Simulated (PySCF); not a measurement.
A geometry optimisation, step by step.

Species: C₅H₈Si₂.
Atom-mapped SMILES: `[CH:1]#[C:2][C:3]([SiH3:4])=[C:5]=[CH:6][SiH3:7]` (hydrogens: H8 on C1; H9, H10, H11 on Si4; H12 on C6; H13, H14, H15 on Si7)

Method: PBE0-D3(BJ)/def2-SVP geometry optimisation, gas phase (PySCF 2.14.0); density fitting, grid level 2; the optimiser is geomeTRIC in internal coordinates, started from a GFN2-xTB structure. The frame can shift and turn from step to step; on so coarse a grid that alone can change the energy by a few meV, and forces under 0.02 eV/Å are noise.

Step 0: E = -21045.0247 eV, largest atomic force 1.088 eV/Å
```
atom  x, y, z in Å  |  force x, y, z in eV/Å
C1      0.770    0.078    3.286    0.139   0.059   0.344
C2      0.231   -0.008    2.216   -0.314  -0.082  -0.699
C3     -0.445   -0.097    0.981   -0.564   0.247   0.411
Si4    -2.217    0.572    0.917    0.623  -0.260  -0.052
C5      0.116   -0.634   -0.071   -0.113   0.092  -0.314
C6      0.642   -1.070   -1.170    0.478   0.279  -0.614
Si7     1.578    0.034   -2.379   -0.387  -0.450   0.490
H8      1.256    0.149    4.213    0.491   0.080   0.968
H9     -3.042   -0.174    1.872   -0.326  -0.244   0.323
H10    -2.189    1.987    1.294   -0.038   0.516   0.126
H11    -2.709    0.400   -0.450   -0.243  -0.038  -0.492
H12     0.571   -2.120   -1.421   -0.085  -0.608  -0.075
H13     2.991   -0.358   -2.385    0.536  -0.099  -0.051
H14     1.013   -0.185   -3.715   -0.157  -0.032  -0.516
H15     1.431    1.433   -1.981   -0.040   0.541   0.149
```

Step 1: E = -21045.1264 eV, largest atomic force 0.169 eV/Å
```
atom  x, y, z in Å  |  force x, y, z in eV/Å
C1      0.698    0.130    3.343    0.090   0.002   0.143
C2      0.166    0.027    2.257   -0.048  -0.009  -0.047
C3     -0.527   -0.061    1.016    0.008   0.035  -0.093
Si4    -2.296    0.600    0.925   -0.056   0.020   0.043
C5      0.019   -0.570   -0.075    0.051  -0.059   0.047
C6      0.551   -1.039   -1.170   -0.063  -0.064  -0.055
Si7     1.476    0.053   -2.381    0.050   0.052  -0.038
H8      1.191    0.207    4.297   -0.054   0.005  -0.077
H9     -3.160   -0.150    1.887    0.011   0.011  -0.014
H10    -2.304    2.046    1.298    0.003  -0.020  -0.005
H11    -2.812    0.428   -0.465    0.039  -0.013   0.014
H12     0.449   -2.114   -1.390    0.006   0.069   0.039
H13     2.924   -0.323   -2.420   -0.026  -0.001   0.009
H14     0.919   -0.131   -3.757   -0.008   0.002   0.030
H15     1.337    1.479   -1.964   -0.002  -0.030   0.004
```

Step 2: E = -21045.1284 eV, largest atomic force 0.073 eV/Å
```
atom  x, y, z in Å  |  force x, y, z in eV/Å
C1      0.693    0.139    3.345    0.004  -0.004  -0.008
C2      0.169    0.029    2.255    0.007  -0.012   0.001
C3     -0.518   -0.065    1.011    0.005   0.030  -0.019
Si4    -2.287    0.598    0.923   -0.019   0.004   0.000
C5      0.025   -0.582   -0.077    0.008  -0.048   0.054
C6      0.546   -1.052   -1.178   -0.026   0.019  -0.037
Si7     1.471    0.056   -2.376    0.021   0.004  -0.021
H8      1.176    0.225    4.300   -0.006   0.007   0.006
H9     -3.151   -0.146    1.887    0.004   0.001   0.000
H10    -2.293    2.046    1.286    0.001  -0.002   0.002
H11    -2.794    0.415   -0.467    0.005  -0.004  -0.006
H12     0.439   -2.124   -1.402    0.006   0.007   0.020
H13     2.915   -0.326   -2.425   -0.001  -0.002   0.000
H14     0.902   -0.104   -3.749   -0.006   0.005   0.000
H15     1.337    1.473   -1.932   -0.002  -0.005   0.009
```

Step 3: E = -21045.1291 eV, largest atomic force 0.044 eV/Å
```
atom  x, y, z in Å  |  force x, y, z in eV/Å
C1      0.692    0.143    3.351   -0.018  -0.003  -0.040
C2      0.173    0.030    2.259    0.006  -0.002   0.015
C3     -0.511   -0.065    1.013    0.005   0.011   0.021
Si4    -2.281    0.595    0.919    0.009  -0.005  -0.014
C5      0.030   -0.589   -0.073   -0.003  -0.008   0.002
C6      0.542   -1.054   -1.180   -0.002   0.030  -0.016
Si7     1.468    0.057   -2.377   -0.009  -0.012   0.012
H8      1.167    0.237    4.309    0.010   0.003   0.022
H9     -3.146   -0.147    1.883   -0.003  -0.002   0.004
H10    -2.291    2.044    1.276   -0.002   0.005   0.002
H11    -2.780    0.403   -0.473   -0.006   0.002  -0.003
H12     0.429   -2.123   -1.405    0.008  -0.027   0.000
H13     2.907   -0.337   -2.441    0.004  -0.004  -0.004
H14     0.884   -0.083   -3.745   -0.002   0.004  -0.005
H15     1.348    1.468   -1.913    0.003   0.008   0.004
```

Step 4: E = -21045.1292 eV, largest atomic force under 0.02 eV/Å
```
atom  x, y, z in Å  |  force x, y, z in eV/Å
C1      0.692    0.147    3.353   -0.006   0.002  -0.008
C2      0.175    0.030    2.261   -0.003   0.002   0.001
C3     -0.507   -0.066    1.014    0.007  -0.002   0.016
Si4    -2.277    0.594    0.915    0.009  -0.004  -0.008
C5      0.033   -0.594   -0.071   -0.012   0.000  -0.010
C6      0.540   -1.058   -1.181    0.003   0.012   0.001
Si7     1.464    0.058   -2.374   -0.007  -0.008   0.007
H8      1.163    0.244    4.313    0.004  -0.001   0.004
H9     -3.144   -0.145    1.879   -0.002  -0.001   0.002
H10    -2.288    2.044    1.268   -0.001   0.002   0.001
H11    -2.773    0.398   -0.478   -0.004   0.003   0.001
H12     0.427   -2.127   -1.407    0.008  -0.007   0.001
H13     2.901   -0.343   -2.450    0.002  -0.003  -0.005
H14     0.872   -0.067   -3.741    0.000   0.004  -0.003
H15     1.353    1.466   -1.898    0.003   0.002   0.001
```

**Question.** Summarise the path.

**Answer.** The energy falls by 10.08 kJ/mol from step 0 to step 4; nine tenths of that is first reached at step 1. It falls at every step. The largest force goes from 1.088 to under 0.02 eV/Å. Among the bonds Si7–H15 changes most (a near tie, within 0.001 Å, with another), from 1.462 to 1.491 Å; the atoms move by 0.060 Å rms after alignment.

**Question.** Follow the three bonds and two angles with the largest change from start to end.

**Answer.** 
```csv
step,E above end (kJ/mol),largest force (eV/Å),Si7–H15 (Å),Si7–H13 (Å),Si7–H14 (Å),Si7–C6–H12 (°),Si4–C3–C5 (°)
0,10.08,1.088,1.462,1.466,1.467,116.8,121.3
1,0.27,0.169,1.492,1.496,1.496,119.0,118.7
2,0.08,0.073,1.491,1.495,1.495,119.6,118.9
3,0.02,0.044,1.490,1.494,1.494,119.7,118.7
4,0.00,under 0.02,1.491,1.494,1.495,119.8,118.6
```

The cost below is that of the whole optimisation. Time: 50 s; peak memory 0.72 GiB. Hardware: Arm Neoverse V2, one thread, no GPU, shared host with 96 logical CPUs at a one-minute load of 48.
